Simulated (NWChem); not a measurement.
System: BP2H5O; SMILES PB(P)O

NWChem input:

```
start job
memory heap 200 mb stack 900 mb global 1100 mb
geometry units angstroms noautoz
  B      0.450874    -0.035883    -0.003160
  O      1.812814    -0.124679    -0.042452
  H      2.262300     0.738214    -0.106618
  P     -0.533221    -1.702212    -0.056549
  H     -1.577343    -1.305356     0.847297
  H      0.241694    -2.405988     0.928375
  P     -0.504803     1.653410     0.103990
  H     -1.580393     1.282386    -0.771717
  H      0.240339     2.357888    -0.909388
end
basis spherical
  B library def2-svp
  O library def2-svp
  H library def2-svp
  P library def2-svp
end
dft
  xc xcamb88 1.00 lyp 0.81 vwn_5 0.19 hfexch 1.00
  cam 0.33 cam_alpha 0.19 cam_beta 0.46
  iterations 150
  mulliken
end
task dft energy
```

Geometry: optimised at PBE-D3(BJ)/def2-SVP.

Q: Give the results of this calculation. (CAM-B3LYP/def2-SVP.) Quantities: energy (Ha); highest occupied level (eV); orbital gap (eV); dipole (D).

A: 
* **energy (Ha)**: -785.50
* **highest occupied level (eV)**: -8.38
* **orbital gap (eV)**: 9.01
* **dipole (D)**: 1.76
